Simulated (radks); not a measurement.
Spin polarisation of the 5d2 shell in the cerium ion Ce+. Start: [Xe] 4f(up 0.5, down 0.5) 5d(up 1, down 1); electrons of 5d are moved from spin down to spin up, other shells keep equal spins. Calculated with a radial shooting solver on a logarithmic mesh with Libxc functionals: scalar-relativistic Kohn-Sham, PBE, spin-polarised, spherical densities, point nucleus.

moment (Bohr magnetons)  E - E(0) (eV)  e(5d up) (eV)  e(5d down) (eV)  4f down minus up (eV)
0                                0.000         -7.209           -7.209                  0.000
0.5                             -0.036         -7.344           -7.059                  0.068
1                               -0.142         -7.464           -6.895                  0.136
1.5                             -0.321         -7.570           -6.709                  0.205
2                               -0.576         -7.663           -6.451                  0.275

At moment 2 the spin-polarisation energy is -0.576 eV and the 5d exchange splitting 1.212 eV, that is 0.606 eV per Bohr magneton; E = -I m^2/4 would give I = 0.576 eV.
